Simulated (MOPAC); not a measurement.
Input file for MOPAC: AM1 on BClH2OSe (SMILES OB(Cl)[SeH]), a point of a torsion scan.

```
AM1 1SCF PRECISE CHARGE=0 THREADS=1
BClH2OSe

O     -0.93111239 1    -0.92323668 1    -0.00168199 1
B     -0.37209287 1     0.04253492 1     0.71877121 1
Cl     1.30154872 1     0.37066050 1     0.49119007 1
Se    -1.35619995 1     1.29020713 1     1.86327049 1
H     -1.74239714 1    -1.35725014 1     0.26164242 1
H     -2.67272175 1     0.70980844 1     1.70108714 1
```

Program output:

```
*******************************************************************************
 **                                                                           **
 **                              MOPAC v23.2.5                                **
 **                                                                           **
 *******************************************************************************
 ** MOPAC's Digital Object Identifier: https://doi.org/10.5281/zenodo.6511958 **
 **                                                                           **
 ** Please cite the open-source release paper for use of this MOPAC version:  **
 ** J. E. Moussa and J. J. P. Stewart (2026)                                  **
 ** MOPAC: An open-source semiempirical molecular orbital program             **
 ** J. Open Source Softw., 11(119), 8025, https://doi.org/10.21105/joss.08025 **
 *******************************************************************************

                              AM1 CALCULATION RESULTS

 *******************************************************************************
 *  AM1        - The AM1 Hamiltonian to be used
 *
 *
 *
 *                 CHARGE ON SYSTEM = 0
 *
 *
 *
 *  PRECISE    - TIGHTER CRITERIA TO BE USED
 *  1SCF       - DO 1 SCF AND THEN STOP
 *  THREADS=1  - MULTI-THREADING NOT USED
 *  T=         - A TIME OF 172800.0 SECONDS REQUESTED
 *  DUMP=N     - RESTART FILE WRITTEN EVERY 7200.0 SECONDS REQUESTED
 *******************************************************************************
AM1 1SCF PRECISE CHARGE=0 THREADS=1
 BClH2OSe

   ATOM   CHEMICAL          X               Y               Z
  NUMBER   SYMBOL      (ANGSTROMS)     (ANGSTROMS)     (ANGSTROMS)

     1       O         -0.93111239  *  -0.92323668  *  -0.00168199  *
     2       B         -0.37209287  *   0.04253492  *   0.71877121  *
     3      Cl          1.30154872  *   0.37066050  *   0.49119007  *
     4      Se         -1.35619995  *   1.29020713  *   1.86327049  *
     5       H         -1.74239714  *  -1.35725014  *   0.26164242  *
     6       H         -2.67272175  *   0.70980844  *   1.70108714  *



          CARTESIAN COORDINATES

    NO.       ATOM           X           Y           Z

     1         O         -0.9311     -0.9232     -0.0017
     2         B         -0.3721      0.0425      0.7188
     3        Cl          1.3015      0.3707      0.4912
     4        Se         -1.3562      1.2902      1.8633
     5         H         -1.7424     -1.3573      0.2616
     6         H         -2.6727      0.7098      1.7011

  H: (AM1): M.J.S. DEWAR ET AL, J. AM. CHEM. SOC. 107 3902-3909 (1985)
  B: (AM1): M.J.S. DEWAR ET AL, ORGANOMETALLICS, 7, 513-521 (1988)
  O: (AM1): M.J.S. DEWAR ET AL, J. AM. CHEM. SOC. 107 3902-3909 (1985)
 Cl: (AM1): M.J.S. DEWAR AND E. G. ZOEBISCH, THEOCHEM, 180, 1 (1988).
 Se: (AM1): J. J. P. STEWART, J. MOL. MOD., 10, 155-164 (2004)

           Empirical Formula: H2 O B Cl Se  =     6 atoms



      MOLECULAR POINT GROUP   :   C1


      RHF CALCULATION, NO. OF DOUBLY OCCUPIED LEVELS = 12


 -------------------------------------------------------------------------------
 AM1 1SCF PRECISE CHARGE=0 THREADS=1
 BClH2OSe



     1SCF WAS SPECIFIED, SO BFGS WAS NOT USED
     SCF FIELD WAS ACHIEVED


                              AM1 CALCULATION
                                                       MOPAC v23.2.5 Linux




          FINAL HEAT OF FORMATION =        -94.69118 KCAL/MOL =    -396.18790 KJ/MOL


          COSMO AREA              =        115.53 SQUARE ANGSTROMS
          COSMO VOLUME            =        102.57 CUBIC ANGSTROMS

          IONIZATION POTENTIAL    =          8.297193 EV
          HOMO LUMO ENERGIES (EV) =         -8.297 -0.935
          NO. OF FILLED LEVELS    =         12
          MOLECULAR WEIGHT        =        143.2382         POINT GROUP:  C1

          MOLECULAR DIMENSIONS (Angstroms)

            Atom       Atom       Distance
            H     6   Cl     3     4.16818
            H     5   Se     4     3.10258
            O     1   Se     4     0.27935


          SCF CALCULATIONS        =          1





   ATOM   CHEMICAL          X               Y               Z
  NUMBER   SYMBOL      (ANGSTROMS)     (ANGSTROMS)     (ANGSTROMS)

     1       O         -0.93111239  *  -0.92323668  *  -0.00168199  *
     2       B         -0.37209287  *   0.04253492  *   0.71877121  *
     3      Cl          1.30154872  *   0.37066050  *   0.49119007  *
     4      Se         -1.35619995  *   1.29020713  *   1.86327049  *
     5       H         -1.74239714  *  -1.35725014  *   0.26164242  *
     6       H         -2.67272175  *   0.70980844  *   1.70108714  *

                             CARTESIAN COORDINATES

   1    O       -0.931112390    -0.923236680    -0.001681990
   2    B       -0.372092870     0.042534920     0.718771210
   3   Cl        1.301548720     0.370660500     0.491190070
   4   Se       -1.356199950     1.290207130     1.863270490
   5    H       -1.742397140    -1.357250140     0.261642420
   6    H       -2.672721750     0.709808440     1.701087140


           Empirical Formula: H2 O B Cl Se  =     6 atoms



      MOLECULAR POINT GROUP   :   C1


                  EIGENVALUES
 -38.62988 -37.17570 -23.33944 -20.60455 -17.42356 -16.16220 -15.03884 -12.97574
 -12.33758 -12.02943 -10.41424  -8.29719  -0.93548   0.27090   1.37079   2.28453
   3.96701   6.57630


              NET ATOMIC CHARGES AND DIPOLE CONTRIBUTIONS

  ATOM NO.   TYPE          CHARGE      No. of ELECS.   s-Pop       p-Pop
    1          O          -0.318988        6.3190     1.80985     4.50914
    2          B           0.103560        2.8964     1.23118     1.66526
    3         Cl          -0.082194        7.0822     1.97937     5.10283
    4         Se           0.074077        5.9259     1.96008     3.96584
    5          H           0.268782        0.7312     0.73122
    6          H          -0.045237        1.0452     1.04524
 DIPOLE           X         Y         Z       TOTAL
 POINT-CHG.    -1.424    -0.158     0.797     1.639
 HYBRID        -0.869    -1.025    -0.298     1.377
 SUM           -2.293    -1.183     0.500     2.628


          ATOMIC ORBITAL ELECTRON POPULATIONS

     Atom    s        px        py        pz
    1  O   1.80985   1.42199   1.53039   1.55677
    2  B   1.23118   0.64707   0.55011   0.46808
    3 Cl   1.97937   1.25839   1.91842   1.92601
    4 Se   1.96008   1.00061   1.34402   1.62121
    5  H   0.73122
    6  H   1.04524

 **********************
 *                    *
 * JOB ENDED NORMALLY *
 *                    *
 **********************




 == MOPAC DONE ==
```

The run finished.

Cost: about 0.04 core-seconds (a rough figure).
